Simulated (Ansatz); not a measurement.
def2 core potentials replace the inner electrons of Sn.

Species: C4H9F3O3Sn, SMILES `F[C](F)(F)[Sn]([O]C)([O]C)[O]C` (charge 0, multiplicity 1), formula C4H9F3O3Sn.

### Question
How many basis functions does frozen-core CCSD(T)/def2-SVP // PBE0-D3(BJ)/def2-SVP (Ansatz, a first-principles code) use, how many core orbitals are frozen, and how many electrons are correlated?

### Answer
211 basis functions and 14 frozen orbitals, which leaves 78 correlated electrons (filled d shells below the valence shell are correlated). Core time is of the order of minutes.
